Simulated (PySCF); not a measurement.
**Electronic structure of Kr (krypton, neutral) at the UHF level**

Configuration: [Kr], closed-shell 1S. Calculation: PySCF 2.14, in 6-31G*; no relativity, point nucleus.

| Item | Value |
| --- | --- |
| Total energy | -2751.679509 hartree |
| One-electron energy | -3829.4434 hartree |
| Hartree (Coulomb) energy | 1171.5647 hartree |
| Exchange energy | -93.8009 hartree |
| Kinetic energy | 2750.96330 hartree |
| ⟨S²⟩ | 0.0000 |
| ⟨L²⟩ | 0.000 |
| Sum of ⟨r⟩ | 26.23 bohr |
| Sum of ⟨r²⟩ | 39.37 bohr² |
| Density at the nucleus (Gaussians lack the cusp) | 30300 bohr⁻³ |
| Langevin diamagnetic susceptibility | -31.2 ×10⁻⁶ cm³/mol |
| Time after the integrals | 0.12 s of wall time on 1 thread of Neoverse-N1 (shared host) |

```csv
shell,electrons,mean orbital energy (eV),"rms radius, mean of both spins (bohr)"
1s,2,-14154.1,0.0491
2s,2,-1903.0,0.203
2p,6,-1715.5,0.179
3s,2,-295.70,0.576
3p,6,-227.18,0.586
3d,10,-103.94,0.612
4s,2,-31.375,1.74
4p,6,-14.251,2.10
```
